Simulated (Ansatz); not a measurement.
Nudged elastic band run: FGeH6N

Input file:

```yaml
crystal:
  periodic: [false, false, false]
  atoms:
    - { symbol: Ge, position_ang: [0.362057, -0.042763, -0.056847] }
    - { symbol: H, position_ang: [0.567217, -0.2404, 1.463917] }
    - { symbol: H, position_ang: [1.700916, 0.229566, -0.787498] }
    - { symbol: F, position_ang: [-0.581356, 1.441237, -0.276377] }
    - { symbol: H, position_ang: [-0.428551, -1.197213, -0.717006] }
    - { symbol: "N", position_ang: [-2.772627, 0.056377, 1.332414] }
    - { symbol: H, position_ang: [-2.777628, -0.750814, 0.695702] }
    - { symbol: H, position_ang: [-2.323472, 0.82419, 0.813709] }
    - { symbol: H, position_ang: [-2.128354, -0.187482, 2.096085] }
basis:
  gaussian: { orbitals: def2-SVP }
hamiltonian:
  xc: pbe
  dispersion: d4
neb:
  order_check: false
  images: 5
  f_tol: 0.03
  max_iterations: 60
  final_atoms:
    - { symbol: Ge, position_ang: [-0.35947068, 0.19546254, -0.73147602] }
    - { symbol: H, position_ang: [-1.04415759, -1.13008321, 3.65934203] }
    - { symbol: H, position_ang: [0.95470789, 0.88519376, -0.30332857] }
    - { symbol: F, position_ang: [-0.98109234, 1.13401442, -2.09934599] }
    - { symbol: H, position_ang: [-0.24472027, -1.26189805, -1.23063095] }
    - { symbol: "N", position_ang: [-1.51560818, 0.22606818, 0.6919971] }
    - { symbol: H, position_ang: [-2.42510775, -0.21825533, 0.52584568] }
    - { symbol: H, position_ang: [-1.67029474, 1.15015847, 1.10954942] }
    - { symbol: H, position_ang: [-1.09605434, -0.8479628, 2.94214629] }
  initial_path:
    images:
      - { positions_ang: [[0.362057, -0.042763, -0.056847], [0.567217, -0.2404, 1.463917], [1.700916, 0.229566, -0.787498], [-0.581356, 1.441237, -0.276377], [-0.428551, -1.197213, -0.717006], [-2.772627, 0.056377, 1.332414], [-2.777628, -0.750814, 0.695702], [-2.323472, 0.82419, 0.813709], [-2.128354, -0.187482, 2.096085]] }
      - { positions_ang: [[0.24089221, -0.01879173, -0.03877832], [0.37953136, -0.18114543, 1.60765547], [1.62015015, 0.17349807, -0.6990637], [-0.65457338, 1.43466434, -0.34858338], [-0.52797548, -1.20242627, -0.67046315], [-2.54727901, 0.03483092, 1.12142494], [-2.79074262, -0.69826637, 0.52610535], [-2.34271766, 0.73569106, 1.05869585], [-1.75908357, -0.14535658, 2.00710594]] }
      - { positions_ang: [[0.11972743, 0.00517954, -0.02070965], [0.19184573, -0.12189087, 1.75139394], [1.53938429, 0.11743014, -0.6106294], [-0.72779076, 1.42809168, -0.42078976], [-0.62739996, -1.20763954, -0.62392031], [-2.32193102, 0.01328483, 0.91043588], [-2.80385724, -0.64571874, 0.3565087], [-2.36196332, 0.64719212, 1.3036827], [-1.38981314, -0.10323116, 1.91812688]] }
      - { positions_ang: [[-0.00143736, 0.02915082, -0.00264097], [0.00416009, -0.0626363, 1.89513241], [1.45861844, 0.06136221, -0.5221951], [-0.80100815, 1.42151902, -0.49299613], [-0.72682444, -1.21285282, -0.57737746], [-2.09658303, -0.00826125, 0.69944683], [-2.81697186, -0.59317111, 0.18691205], [-2.38120899, 0.55869317, 1.54866956], [-1.02054271, -0.06110574, 1.82914782]] }
      - { positions_ang: [[-0.1207818, 0.08458806, -0.24558599], [-0.34527913, -0.41845194, 2.48320228], [1.29064826, 0.33597272, -0.44923959], [-0.86103621, 1.32568416, -1.02844609], [-0.56612305, -1.22920123, -0.79512862], [-1.90292475, 0.06984856, 0.69696358], [-2.68635049, -0.46819918, 0.29988993], [-2.14423757, 0.75584827, 1.40229618], [-1.04571325, -0.32339142, 2.20014731]] }
      - { positions_ang: [[-0.24012624, 0.1400253, -0.488531], [-0.69471836, -0.77426758, 3.07127215], [1.12267807, 0.61058324, -0.37628408], [-0.92106428, 1.22984929, -1.56389604], [-0.40542166, -1.24554964, -1.01287979], [-1.70926646, 0.14795837, 0.69448034], [-2.55572912, -0.34322726, 0.4128678], [-1.90726616, 0.95300337, 1.2559228], [-1.07088379, -0.58567711, 2.5711468]] }
      - { positions_ang: [[-0.35947068, 0.19546254, -0.73147602], [-1.04415759, -1.13008321, 3.65934203], [0.95470789, 0.88519376, -0.30332857], [-0.98109234, 1.13401442, -2.09934599], [-0.24472027, -1.26189805, -1.23063095], [-1.51560818, 0.22606818, 0.6919971], [-2.42510775, -0.21825533, 0.52584568], [-1.67029474, 1.15015847, 1.10954942], [-1.09605434, -0.8479628, 2.94214629]] }
```

Launched with:

```bash
$ ansatz run input.yaml --threads 2 --pin off --max-ram 3072MiB --backend cpu --events-out ev --progress --plain --runs-dir out
```

Output, in part (warnings, iteration lines, the closing report on the highest movable image, with atoms numbered from 0):

```
NEB end point (image 0): max|allowed force component| = 1.436e-2 eV/Å (the criterion of neb.relax_end_points is 1.000e-2)
NEB end point (image 6): max|allowed force component| = 3.771e-3 eV/Å (the criterion of neb.relax_end_points is 1.000e-2)
NEB iter   1: max|band force component| = 3.233e1 eV/Å  barrier→ = 6.4553 eV  barrier← = 6.3940 eV  Δτ_max = 0.2000 Å  (187 SCF iters)
NEB iter   2: max|band force component| = 5.476e0 eV/Å  barrier→ = 2.9250 eV  barrier← = 2.8637 eV  Δτ_max = 0.2000 Å  (165 SCF iters)
NEB iter   3: max|band force component| = 3.232e0 eV/Å  barrier→ = 2.3047 eV  barrier← = 2.2434 eV  Δτ_max = 0.2000 Å  (158 SCF iters)
NEB iter   4: max|band force component| = 2.992e0 eV/Å  barrier→ = 1.9063 eV  barrier← = 1.8450 eV  Δτ_max = 0.2000 Å  (155 SCF iters)
NEB iter   5: max|band force component| = 1.475e0 eV/Å  barrier→ = 1.3482 eV  barrier← = 1.2869 eV  Δτ_max = 0.2000 Å  (146 SCF iters)
NEB iter   6: max|band force component| = 1.010e0 eV/Å  barrier→ = 1.4137 eV  barrier← = 1.3524 eV  Δτ_max = 0.2000 Å  (136 SCF iters)
NEB iter   7: max|band force component| = 1.082e0 eV/Å  barrier→ = 1.3617 eV  barrier← = 1.3004 eV  Δτ_max = 0.1008 Å  (140 SCF iters)
NEB iter   8: max|band force component| = 7.016e-1 eV/Å  barrier→ = 1.1339 eV  barrier← = 1.0727 eV  Δτ_max = 0.1003 Å  (139 SCF iters)
NEB iter   9: max|band force component| = 1.427e0 eV/Å  barrier→ = 0.9804 eV  barrier← = 0.9191 eV  Δτ_max = 0.0500 Å  (136 SCF iters)
NEB iter  10: max|band force component| = 1.001e0 eV/Å  barrier→ = 0.8689 eV  barrier← = 0.8076 eV  CI = image 2  Δτ_max = 0.1003 Å  (140 SCF iters)
NEB iter  11: max|band force component| = 1.017e0 eV/Å  barrier→ = 1.1352 eV  barrier← = 1.0739 eV  CI = image 2  Δτ_max = 0.1996 Å  (139 SCF iters)
NEB iter  12: max|band force component| = 1.577e0 eV/Å  barrier→ = 1.2565 eV  barrier← = 1.1952 eV  CI = image 2  Δτ_max = 0.1014 Å  (139 SCF iters)
NEB iter  13: max|band force component| = 1.559e0 eV/Å  barrier→ = 1.1577 eV  barrier← = 1.0964 eV  CI = image 2  Δτ_max = 0.2000 Å  (137 SCF iters)
NEB iter  14: max|band force component| = 1.157e0 eV/Å  barrier→ = 1.4344 eV  barrier← = 1.3731 eV  CI = image 2  Δτ_max = 0.2000 Å  (150 SCF iters)
NEB iter  15: max|band force component| = 6.656e-1 eV/Å  barrier→ = 1.5261 eV  barrier← = 1.4648 eV  CI = image 2  Δτ_max = 0.1669 Å  (139 SCF iters)
NEB iter  16: max|band force component| = 7.971e-1 eV/Å  barrier→ = 1.6000 eV  barrier← = 1.5387 eV  CI = image 2  Δτ_max = 0.0865 Å  (139 SCF iters)
NEB iter  17: max|band force component| = 4.626e-1 eV/Å  barrier→ = 1.5296 eV  barrier← = 1.4683 eV  CI = image 2  Δτ_max = 0.0756 Å  (138 SCF iters)
NEB iter  18: max|band force component| = 1.135e-1 eV/Å  barrier→ = 1.4892 eV  barrier← = 1.4279 eV  CI = image 2  Δτ_max = 0.0435 Å  (139 SCF iters)
NEB iter  19: max|band force component| = 9.102e-2 eV/Å  barrier→ = 1.4870 eV  barrier← = 1.4257 eV  CI = image 2  Δτ_max = 0.0975 Å  (138 SCF iters)
NEB iter  20: max|band force component| = 4.776e-2 eV/Å  barrier→ = 1.4865 eV  barrier← = 1.4252 eV  CI = image 2  Δτ_max = 0.0430 Å  (138 SCF iters)
NEB iter  21: max|band force component| = 4.258e-2 eV/Å  barrier→ = 1.4862 eV  barrier← = 1.4249 eV  CI = image 2  Δτ_max = 0.0137 Å  (127 SCF iters)
NEB iter  22: max|band force component| = 4.458e-2 eV/Å  barrier→ = 1.4861 eV  barrier← = 1.4248 eV  CI = image 2  Δτ_max = 0.0068 Å  (135 SCF iters)
NEB iter  23: max|band force component| = 2.206e-2 eV/Å  barrier→ = 1.4860 eV  barrier← = 1.4247 eV  CI = image 2  Δτ_max = 0.0000 Å  (237 SCF iters)
Total energy: -60798.23275728 eV, -2234.2938433079 hartree
Atom 0 at    -0.279548     0.008450    -0.086246 Å, force     0.011547     0.008532    -0.012591 eV/Å
Atom 1 at    -0.057022    -0.996478     1.600041 Å, force    -0.007181    -0.000103    -0.000896 eV/Å
Atom 2 at     0.918002     0.878693     0.352197 Å, force    -0.002973    -0.004418     0.001189 eV/Å
Atom 3 at    -0.952648     1.030364    -1.401764 Å, force     0.000490    -0.000939     0.001012 eV/Å
Atom 4 at    -0.186661    -1.351256    -0.808862 Å, force     0.000055    -0.002184     0.003173 eV/Å
Atom 5 at    -1.899086     0.173691     1.081122 Å, force    -0.000987     0.014507     0.023131 eV/Å
Atom 6 at    -2.787723    -0.147626     0.669553 Å, force     0.001149    -0.007580     0.000002 eV/Å
Atom 7 at    -2.038156     1.116006     1.473441 Å, force    -0.007870     0.004720    -0.008395 eV/Å
Atom 8 at    -1.098955    -0.579145     1.684617 Å, force     0.005771    -0.012536    -0.006625 eV/Å
Dipole moment:    -0.399959     0.042885     0.322652 e Å
```

It converged. Neighbouring images differ by up to 1.3 eV, so the band resolves the path poorly. A vibrational analysis at the climbing image gives one clearly imaginary mode, 1280i cm⁻¹: a first-order saddle point. The orbitals stay closed-shell, which can raise the energy where a bond breaks towards radicals; this wasn't checked here.

Final band (atoms are numbered from 1 in the order of the input):

```
image  path coordinate (Å)  energy (kJ/mol)  Ge1–H2 (Å)  N6–H9 (Å)  Ge1–N6 (Å)
    0                 0.00              0.0        1.55       1.03        3.43
    1                 1.85             17.4        1.55       1.03        3.39
    2                 3.70            143.4        1.98       1.25        2.00
    3                 4.64             30.0        2.68       2.02        1.85
    4                 5.58              8.5        3.56       2.54        1.83
    5                 6.52              6.7        4.17       2.55        1.83
    6                 7.46              5.9        4.64       2.53        1.83
```

The run took 2.5 min on 2 threads of Arm Neoverse V1 (shared host), peak memory 0.13 GiB.
